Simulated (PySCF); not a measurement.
## N (nitrogen, neutral) across methods

[He] 2s2 2p3, high-spin 4S determinant. Calculation: PySCF 2.14, in aug-cc-pVQZ with one added diffuse shell each of s, p, d, f, g type (7s6p5d4f3g, 105 functions); no relativity, point nucleus.

```tsv
method	E (hartree)	mean ε 2s α (eV)	mean ε 2s β (eV)	mean ε 2p α (eV)	Σ⟨r²⟩ (bohr²)	⟨S²⟩
B97-3	-54.5900	-22.987	-17.061	-10.199	12.26	3.755
UHF	-54.40382	-31.652	-19.757	-15.535	12.09	3.758
PBE	-54.5342	-19.856	-15.287	-8.305	12.59	3.752
PW91	-54.5772	-19.892	-15.313	-8.375	12.57	3.753
BLYP	-54.5916	-19.536	-15.469	-8.082	12.62	3.753
wB97X	-54.5934	-25.534	-19.516	-12.695	12.34	3.757
PBE0	-54.5455	-22.922	-16.818	-10.216	12.37	3.753
LDA	-54.1353	-19.618	-15.280	-8.404	12.62	3.753
r2SCAN	-54.5826	-21.359	-15.199	-8.896	12.31	3.755
```
